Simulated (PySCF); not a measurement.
PySCF job for Si(Me)(SH) (CH4SSi), SMILES C[Si]S (connectivity only; charge and spin as stated), neutral, multiplicity 1, ADC(2)/aug-cc-pVDZ. Geometry: ωB97X-D3(BJ)/def2-TZVP. The values are those of a single conformer.

```python
import numpy as np
from pyscf import gto, scf, dft, adc

mol = gto.M(
    atom='''
    Si    0.67230144   -0.56429003    0.38167666
    C     1.39286116    1.14767487   -0.00864535
    H     1.12389060    1.81146721    0.82389167
    H     1.01053769    1.60124860   -0.92635851
    H     2.48415472    1.11140867   -0.05162506
    S    -1.28517269   -0.13680821   -0.32084374
    H    -1.82520698   -1.32118207   -0.00400957
    ''',
    basis='aug-cc-pVDZ',
    charge=0,
    spin=0,
    max_memory=1600,
    verbose=4,
)
mf = scf.RHF(mol)
mf.conv_tol = 1e-10
mf.max_cycle = 100
mf.kernel()
res = {}
for kind, nroots in (('ee', 6), ('ip', 6), ('ea', 2)):
    a = adc.ADC(mf).density_fit('aug-cc-pvdz-ri')
    a.method, a.method_type = 'adc(2)', kind
    e, v, p, x = a.kernel(nroots=nroots)
    res[kind] = (e * 27.211386245988, p)
for kind, (e, p) in res.items():
    print(kind, 'energies / eV', np.round(e, 3), 'strengths', np.round(p, 4))
```

Output:

```
PySCF version 2.14.0

[INPUT] verbose = 4
[INPUT] num. atoms = 7
[INPUT] num. electrons = 40
[INPUT] charge = 0
[INPUT] spin (= nelec alpha-beta = 2S) = 0
[INPUT] symmetry False subgroup None
[INPUT] Mole.unit = angstrom
[INPUT] Symbol           X                Y                Z      unit          X                Y                Z       unit  Magmom
[INPUT]  1 Si     0.672301440000  -0.564290030000   0.381676660000 AA    1.270465594751  -1.066353611523   0.721264355539 Bohr   0.0
[INPUT]  2 C      1.392861160000   1.147674870000  -0.008645350000 AA    2.632126121944   2.168791184346  -0.016337343751 Bohr   0.0
[INPUT]  3 H      1.123890600000   1.811467210000   0.823891670000 AA    2.123845427973   3.423176910530   1.556929612611 Bohr   0.0
[INPUT]  4 H      1.010537690000   1.601248600000  -0.926358510000 AA    1.909639472651   3.025921311343  -1.750563877060 Bohr   0.0
[INPUT]  5 H      2.484154720000   1.111408670000  -0.051625060000 AA    4.694372071846   2.100257998767  -0.097557224564 Bohr   0.0
[INPUT]  6 S     -1.285172690000  -0.136808210000  -0.320843740000 AA   -2.428624406871  -0.258530048492  -0.606306797381 Bohr   0.0
[INPUT]  7 H     -1.825206980000  -1.321182070000  -0.004009570000 AA   -3.449141312845  -2.496672272986  -0.007576989177 Bohr   0.0

nuclear repulsion = 132.564542096244
number of shells = 44
number of NR pGTOs = 179
number of NR cGTOs = 113
basis = aug-cc-pVDZ
ecp = {}


[settings echo left out]
init E= -726.740362191728
  HOMO = -0.19967937522495  LUMO = -0.0319219705744409  gap/eV = 4.56491
cycle= 1 E= -726.629215786935  delta_E= 0.111  |g|= 0.269  |ddm|= 2.76
  HOMO = -0.334639790829879  LUMO = 0.0105693347987041  gap/eV = 9.39362
cycle= 2 E= -726.659583392438  delta_E= -0.0304  |g|= 0.095  |ddm|= 0.507
  HOMO = -0.319802211888322  LUMO = 0.0279548476669622  gap/eV = 9.46295
cycle= 3 E= -726.663508595685  delta_E= -0.00393  |g|= 0.0331  |ddm|= 0.163
  HOMO = -0.322818179844925  LUMO = 0.027484254303165  gap/eV = 9.53221
cycle= 4 E= -726.664186801452  delta_E= -0.000678  |g|= 0.00622  |ddm|= 0.088
  HOMO = -0.323460348337777  LUMO = 0.0272645027455254  gap/eV = 9.54371
cycle= 5 E= -726.664223009451  delta_E= -3.62e-05  |g|= 0.00198  |ddm|= 0.0198
  HOMO = -0.323356228426615  LUMO = 0.0273348743344433  gap/eV = 9.54279
cycle= 6 E= -726.6642273995  delta_E= -4.39e-06  |g|= 0.000569  |ddm|= 0.00706
  HOMO = -0.323349872170363  LUMO = 0.0273319314734741  gap/eV = 9.54254
cycle= 7 E= -726.664227845459  delta_E= -4.46e-07  |g|= 0.000145  |ddm|= 0.00244
  HOMO = -0.323335460039489  LUMO = 0.0273314292899833  gap/eV = 9.54213
cycle= 8 E= -726.664227875788  delta_E= -3.03e-08  |g|= 4.25e-05  |ddm|= 0.000533
  HOMO = -0.323335850513647  LUMO = 0.0273291216093225  gap/eV = 9.54208
cycle= 9 E= -726.664227878356  delta_E= -2.57e-09  |g|= 1.22e-05  |ddm|= 0.000158
  HOMO = -0.323335205689491  LUMO = 0.0273295866525984  gap/eV = 9.54208
cycle= 10 E= -726.66422787852  delta_E= -1.64e-10  |g|= 3.47e-06  |ddm|= 3.96e-05
  HOMO = -0.323335271959796  LUMO = 0.0273296493825619  gap/eV = 9.54208
cycle= 11 E= -726.66422787853  delta_E= -1.03e-11  |g|= 1.01e-06  |ddm|= 1.15e-05
  HOMO = -0.323335472440634  LUMO = 0.0273295522779065  gap/eV = 9.54208
Extra cycle  E= -726.664227878532  delta_E= -1.36e-12  |g|= 4.86e-07  |ddm|= 2.23e-06
converged SCF energy = -726.664227878532

******** <class 'pyscf.adc.radc.RADC'> ********
******** ADC Orbital Information ********
Number of Frozen Occupied Orbitals: 0
Number of Frozen Virtual Orbitals: 0
Number of Active Occupied Orbitals: 20
Number of Active Virtual Orbitals: 93
*****************************************
******** <class 'pyscf.df.df.DF'> ********
auxbasis = aug-cc-pvdz-ri
Reference correlation energy (doubles): -0.40347547
MP2 correlation energy of reference state (a.u.) = -0.40347547

******** <class 'pyscf.adc.radc_ee.RADCEE'> ********
max_space = 12
max_cycle = 50
conv_tol = 1e-08

*************************************************************
        ADC calculation summary (singlet states only)
*************************************************************
adc(2) root 0  |  Energy (Eh) =   0.1214230354  |  Energy (eV) =   3.30408909  |  Osc. strength = 0.02537674  |  conv = True
adc(2) root 1  |  Energy (Eh) =   0.1882103946  |  Energy (eV) =   5.12146570  |  Osc. strength = 0.06218083  |  conv = True
adc(2) root 2  |  Energy (Eh) =   0.2072488983  |  Energy (eV) =   5.63952977  |  Osc. strength = 0.00347185  |  conv = True
adc(2) root 3  |  Energy (Eh) =   0.2133483519  |  Energy (eV) =   5.80550436  |  Osc. strength = 0.13730709  |  conv = True
adc(2) root 4  |  Energy (Eh) =   0.2139150477  |  Energy (eV) =   5.82092494  |  Osc. strength = 0.14064132  |  conv = True
adc(2) root 5  |  Energy (Eh) =   0.2268606853  |  Energy (eV) =   6.17319368  |  Osc. strength = 0.28914333  |  conv = True

******** <class 'pyscf.adc.radc.RADC'> ********
******** ADC Orbital Information ********
Number of Frozen Occupied Orbitals: 0
Number of Frozen Virtual Orbitals: 0
Number of Active Occupied Orbitals: 20
Number of Active Virtual Orbitals: 93
*****************************************
******** <class 'pyscf.df.df.DF'> ********
auxbasis = aug-cc-pvdz-ri
Reference correlation energy (doubles): -0.40347547
MP2 correlation energy of reference state (a.u.) = -0.40347547

******** <class 'pyscf.adc.radc_ip.RADCIP'> ********
max_space = 12
max_cycle = 50
conv_tol = 1e-08

*************************************************************
        ADC calculation summary (doublet states only)
*************************************************************
adc(2) root 0  |  Energy (Eh) =   0.3038300050  |  Energy (eV) =   8.26763555  |  Spec. factor = 1.81555300  |  conv = True
adc(2) root 1  |  Energy (Eh) =   0.3622168158  |  Energy (eV) =   9.85642160  |  Spec. factor = 1.78363358  |  conv = True
adc(2) root 2  |  Energy (Eh) =   0.4020589167  |  Energy (eV) =  10.94058039  |  Spec. factor = 1.77334633  |  conv = True
adc(2) root 3  |  Energy (Eh) =   0.4678473210  |  Energy (eV) =  12.73077405  |  Spec. factor = 1.75818662  |  conv = True
adc(2) root 4  |  Energy (Eh) =   0.5076981797  |  Energy (eV) =  13.81517115  |  Spec. factor = 1.77453267  |  conv = True
adc(2) root 5  |  Energy (Eh) =   0.5187113369  |  Energy (eV) =  14.11485442  |  Spec. factor = 1.76127146  |  conv = True

******** <class 'pyscf.adc.radc.RADC'> ********
******** ADC Orbital Information ********
Number of Frozen Occupied Orbitals: 0
Number of Frozen Virtual Orbitals: 0
Number of Active Occupied Orbitals: 20
Number of Active Virtual Orbitals: 93
*****************************************
******** <class 'pyscf.df.df.DF'> ********
auxbasis = aug-cc-pvdz-ri
Reference correlation energy (doubles): -0.40347547
MP2 correlation energy of reference state (a.u.) = -0.40347547

******** <class 'pyscf.adc.radc_ea.RADCEA'> ********
max_space = 12
max_cycle = 50
conv_tol = 1e-08

*************************************************************
        ADC calculation summary (doublet states only)
*************************************************************
adc(2) root 0  |  Energy (Eh) =  -0.0135509740  |  Energy (eV) =  -0.36874079  |  Spec. factor = 1.85831506  |  conv = True
adc(2) root 1  |  Energy (Eh) =   0.0258812828  |  Energy (eV) =   0.70426558  |  Spec. factor = 1.96177137  |  conv = True
ee energies / eV [3.304 5.121 5.64  5.806 5.821 6.173] strengths [0.0254 0.0622 0.0035 0.1373 0.1406 0.2891]
ip energies / eV [ 8.268  9.856 10.941 12.731 13.815 14.115] strengths [1.8156 1.7836 1.7733 1.7582 1.7745 1.7613]
ea energies / eV [-0.369  0.704] strengths [1.8583 1.9618]
```

The run converged.

Cost: about 8 core-minutes (a rough figure).
